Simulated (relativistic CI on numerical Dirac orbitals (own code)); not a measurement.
**How well does a small relativistic CI reproduce Pd?**

Calculated at this level of theory: Dirac-Coulomb-Breit CI, orbitals from a KLI potential per configuration, QED by a radiative potential, valence Slater integrals scaled by 0.85, P86 correlation energy added to each configuration (own radial code, finite nucleus).

Configuration list (outside the closed core [Kr]): 4d10, 4d9 5s, 4d8 5s2, 4d9 5p, 4d9 6s, 4d9 6p, 4d9 5d, 4d8 5s 5p, 4d9 7s, 4d9 7p, 4d9 4f, 4d9 6d, 4d9 7d, 4d9 5f, 4d9 5g, 4d9 6f, 4d8 5s 6s. Levels of other configurations are missing.

```csv
Configuration,Term (tabulated),J,Measured (cm⁻¹),Computed,Error,Purity (%)
4d10,1S,0,0.0,0,0,99
4d9 5s,2[5/2],3,6564.1,4281,-2284,100
4d9 5s,2[5/2],2,7755.0,5582,-2173,83
4d9 5s,2[3/2],1,10094.0,7647,-2447,100
4d9 5s,2[3/2],2,11721.8,9833,-1889,80
4d8 5s2,3F,4,25101.2,24460,-641,99
4d8 5s2,3F,3,28213.8,27426,-788,100
4d8 5s2,3F,2,29711.1,28969,-742,92
4d9 5p,2[3/2]°,2,34069.0,27493,-6576,93
4d9 5p,2[7/2]° †,3,35451.4,29237,-6215,59
4d9 5p,2[7/2]° †,4,35927.9,29200,-6728,97
4d9 5p,2[3/2]°,1,36180.7,29396,-6785,85
4d9 5p,2[5/2]°,2,36976.0,30444,-6532,44
4d9 5p,2[5/2]°,3,37393.8,30704,-6690,79
4d9 5p,2[1/2]°,0,38088.2,31070,-7018,96
4d9 5p,2[5/2]°,2,38811.9,32296,-6516,74
4d9 5p,2[5/2]°,3,39858.4,33084,-6775,47
4d9 5p,2[3/2]°,1,40368.8,33567,-6801,75
4d9 5p,2[3/2]°,2,40771.5,33903,-6869,58
4d9 5p,2[1/2]°,1,40838.9,34804,-6035,78
```

Measured levels from NIST Handbook of Basic Atomic Spectroscopic Data (Sansonetti and Martin, J. Phys. Chem. Ref. Data 34, 1559 (2005)); pairs were made by configuration, J and term (by order where the table uses no LS term), so strongly mixed levels may be paired wrongly.

Mean error by configuration (cm⁻¹): 4d9 5s -2198; 4d8 5s2 -724; 4d9 5p -6660. Over the excited levels the mean absolute error is 4562 cm⁻¹ (19 of the 19 excited levels that our extract of the source holds in range could be paired), and the median relative error of those above 1,000 cm⁻¹ is 17 %. † marks terms whose computed intervals miss the measured ones by more than a factor of 2.5, or configurations far off the rest, from wrong mixing, a near crossing or a doubtful label or measurement; they are left out of the means.

Transition probabilities of persistent lines. The last column rescales the computed rate by the cube of measured over computed energy:

| λ measured (Å) | Lower | Upper | A tabulated (s⁻¹) | A computed | A rescaled |
| --- | --- | --- | --- | --- | --- |
| 2447.91 air | 4d10 1S_0 | 4d9 5p 2[1/2]°_1 | 1.11e+07 | 8.25e+07 | 1.33e+08 |
| 2476.41 air | 4d10 1S_0 | 4d9 5p 2[3/2]°_1 | 1.88e+07 | 1.13e+07 | 1.96e+07 |
| 2763.09 air | 4d10 1S_0 | 4d9 5p 2[3/2]°_1 | 1.69e+07 | 6.01e+06 | 1.12e+07 |
| 3242.70 air | 4d9 5s 2[5/2]_3 | 4d9 5p 2[5/2]°_3 | 7.70e+07 | 9.75e+07 | 1.55e+08 |
| 3404.58 air | 4d9 5s 2[5/2]_3 | 4d9 5p 2[7/2]°_4 | 1.34e+08 | 1.18e+08 | 1.93e+08 |
| 3460.74 air | 4d9 5s 2[5/2]_3 | 4d9 5p 2[7/2]°_3 | 3.00e+07 | 2.14e+07 | 3.32e+07 |
| 3516.94 air | 4d9 5s 2[5/2]_2 | 4d9 5p 2[3/2]°_1 | 1.03e+08 | 9.15e+07 | 1.56e+08 |
| 3609.55 air | 4d9 5s 2[5/2]_2 | 4d9 5p 2[7/2]°_3 | 8.20e+07 | 7.74e+07 | 1.24e+08 |
